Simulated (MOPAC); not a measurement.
MOPAC input (MNDO):

```
MNDO 1SCF UHF MS=0.5 GEO-OK AUX(PRECISION=9) THREADS=1
FMg

Mg   -0.00000000 1   -0.00000000 1   -0.73115577 1
F     0.00000000 1    0.00000000 1    0.97487436 1
```

**Question.** What heat of formation does the run end on, and which ionisation energy by Koopmans theorem?

**Answer.** -59.82 kcal/mol; 8.04 eV.
